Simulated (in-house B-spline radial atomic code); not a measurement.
Radial electron density of neutral vanadium, [Ar] 3d3 4s2. Method: non-relativistic wB97X, spin-polarised, spherical fractional occupations, point nucleus. Calculated with a B-spline radial code for spherical atoms.

Caution: exact exchange at fractional occupations of open shells leaves self-interaction of up to several eV.

Columns: r (bohr), 4πr²n(r) (electrons per bohr), bar.

```
 0.00294   0.7769 #
  0.0036     1.13 ##
 0.00441    1.634 ##
  0.0054    2.341 ###
 0.00662    3.326 #####
  0.0081    4.651 #######
 0.00993    6.427 ##########
  0.0122    8.742 #############
  0.0149    11.52 #################
  0.0182    14.78 ######################
  0.0224    18.49 ############################
  0.0274    22.06 #################################
  0.0335    25.07 #####################################
  0.0411    26.96 ########################################
  0.0503    27.18 ########################################
  0.0617    25.68 ######################################
  0.0755    23.19 ##################################
  0.0925    21.07 ###############################
   0.113    20.86 ###############################
   0.139    23.28 ###################################
    0.17    27.09 ########################################
   0.208    29.59 ############################################
   0.255    28.08 ##########################################
   0.313    22.11 #################################
   0.383    14.74 ######################
   0.469    9.843 ###############
   0.575    9.255 ##############
   0.704       11 ################
   0.862    11.69 #################
    1.06      9.7 ##############
    1.29    6.445 ##########
    1.58    3.572 #####
    1.94    1.944 ###
    2.38    1.269 ##
    2.91   0.9442 #
    3.57   0.6601 #
    4.37   0.3904 #
    5.36   0.1751 
    6.56  0.05375 
    8.04  0.01042 
    9.84 0.001265 
    12.1 8.375e-05
```

On this grid the curve has 3 maxima, near 0.0503, 0.208, 0.862 bohr.

The 4s down radial function P(r) = rR(r), positive near the nucleus:

```json
{"r (bohr)": "0.00087", "P": "0.005186"}
{"r (bohr)": "0.0013", "P": "0.007672"}
{"r (bohr)": "0.00196", "P": "0.01139"}
{"r (bohr)": "0.00294", "P": "0.0167"}
{"r (bohr)": "0.00441", "P": "0.0242"}
{"r (bohr)": "0.00662", "P": "0.03447"}
{"r (bohr)": "0.00993", "P": "0.04772"}
{"r (bohr)": "0.0149", "P": "0.0633"}
{"r (bohr)": "0.0224", "P": "0.0783"}
{"r (bohr)": "0.0335", "P": "0.08562"}
{"r (bohr)": "0.0503", "P": "0.07336"}
{"r (bohr)": "0.0755", "P": "0.0273"}
{"r (bohr)": "0.113", "P": "-0.05381"}
{"r (bohr)": "0.17", "P": "-0.1359"}
{"r (bohr)": "0.255", "P": "-0.1341"}
{"r (bohr)": "0.383", "P": "0.01441"}
{"r (bohr)": "0.575", "P": "0.2143"}
{"r (bohr)": "0.862", "P": "0.2176"}
{"r (bohr)": "1.29", "P": "-0.07836"}
{"r (bohr)": "1.94", "P": "-0.4512"}
{"r (bohr)": "2.91", "P": "-0.5847"}
{"r (bohr)": "4.37", "P": "-0.4273"}
{"r (bohr)": "6.56", "P": "-0.1665"}
{"r (bohr)": "9.84", "P": "-0.02687"}
```
